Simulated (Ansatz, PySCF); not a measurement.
Molecule: ethoxygermane, C₂H₈GeO, net charge 0, singlet state. SMILES: C(C)[O][GeH3]
Geometry: optimised at B3LYP-D3(BJ)/def2-TZVP (Ansatz, an electronic-structure program).

Quantity: vertical triplet-singlet gap, E(triplet) - E(singlet), in eV. Terms: UHF or UKS for open shells; no dispersion term unless named; 6-31G* and kin with 6d, 5d where marked; non-relativistic; spin-orbit terms left out; LANL2DZ with its own core potentials from Na on; valence correlation only (noble-gas shells and the d and f shells of earlier blocks); each state is the SCF solution reached for its charge and spin. First-principles rows: single points at B3LYP-D3(BJ) geometries (Ansatz). Levels can end on unlike triplets.

```csv
level,program,"vertical triplet-singlet gap, E(triplet) - E(singlet) (eV)"
HF/6-31G*,Ansatz,6.10
HF/6-31G* with LANL2DZ past Ar,Ansatz,6.00
PBE/6-31G*,Ansatz,5.71
PBE/6-31G* with LANL2DZ past Ar,Ansatz,5.72
B3LYP/STO-3G,Ansatz,6.77
B3LYP/3-21G,Ansatz,6.06
B3LYP/6-31G*,Ansatz,6.08
B3LYP/6-31G* with LANL2DZ past Ar,Ansatz,6.11
M06-2X/6-31G* with LANL2DZ past Ar (5d),PySCF,6.48
MP2/6-31G*,Ansatz,6.97
MP2/6-31G* with LANL2DZ past Ar,Ansatz,7.06
PBE0/def2-TZVPD,Ansatz,6.01
```

No value to compare with is used here. The 11 habitual levels span 5.71 (PBE/6-31G*) to 7.06 eV (MP2/6-31G* with LANL2DZ past Ar); PBE0/def2-TZVPD gives 6.01.

The levels are drawn from those run, B3LYP/6-31G* more often than the rest, none by its result; left out are runs that failed, that the program found above a lower state of the same kind, or whose <S^2> lies over 0.5 above the pure value.
